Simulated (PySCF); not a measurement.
GaO, SMILES [O]=[Ga], multiplicity 2.

Geometry optimised at PBE0-D3(BJ)/def2-TZVPD.

Method: PBE0-D3(BJ)/def2-TZVPD in PySCF 2.14.0.

Frequencies are harmonic and unscaled.

```csv
mode,ν (cm⁻¹),IR (km/mol),moving atoms (share of kinetic energy)
1,740,7.1,"O 81 %, Ga 19 %"
```
